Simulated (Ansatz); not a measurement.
Reactions of C3H5FSn, SMILES `C#[C][SnH]([CH3])[F]`.

Gas-phase electronic energies from Ansatz, PBE0-D4/def2-TZVP geometries. CBS: MP2 limit from def2 TZ/QZ plus the TZ coupled-cluster correction, frozen cores. Elements past krypton have def2 core potentials. For Ge, Se, Sn outer-core shells are correlated without core-valence functions, which leaves a few kJ/mol of doubt a bond. Scalar relativity is left out up to krypton. One conformer a species, not always the lowest.

Question: Order these by ΔE at CCSD(T)/CBS, lowest first. (An estimate is asked.)
A. `C#[C][SnH]([CH3])[F]` + `C[S][Ge][SH]` → `C[S][Ge][S]C` + `C#[C][SnH2][F]`
B. `C#[C][SnH]([CH3])[F]` + `C[SiH2]BS` → `C#CSB[SiH2]C` + `[CH3][SnH2][F]`
C. `C#[C][SnH]([CH3])[F]` + `[SiH3][SeH]` → `C#C[Se][SiH3]` + `[CH3][SnH2][F]`
D. `C#[C][SnH]([CH3])[F]` + `N=C=CO` → `COC=C=N` + `C#[C][SnH2][F]`

Answer: A (+51.2 kJ/mol), C (+64.1 kJ/mol), D (+86.2 kJ/mol), B (+101.2 kJ/mol).

Largest T1 diagnostic: 0.014, for `N=C=CO`.
